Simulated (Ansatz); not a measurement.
System: diphosphane, P2H4, net charge 0, singlet state. 
Geometry from a B3LYP-D3(BJ)/def2-TZVP (Ansatz, an electronic-structure program) optimisation:
```
P
H 1 1.4206
H 1 1.4206 2 92.33
P 1 2.2503 2 93.65 3 -93.89
H 4 1.4206 1 93.65 2 -86.71
H 4 1.4206 5 92.33 1 93.89
```

Basis-set convergence of Hartree-Fock and CCSD correlation energies (hartree) with Ansatz. Correlated levels leave the core frozen unless marked. No spin-orbit coupling. Non-relativistic.

| basis | functions | E(HF) | E(corr, CCSD) |
|---|---|---|---|
| def2-SVPD | 80 | -683.58392 | -0.31030 |
| def2-TZVPPD | 164 | ___ | ___ |

### Question
Complete the blanks.

### Answer

- def2-TZVPPD, E(HF): -683.81743
- def2-TZVPPD, E(corr, CCSD): -0.36592
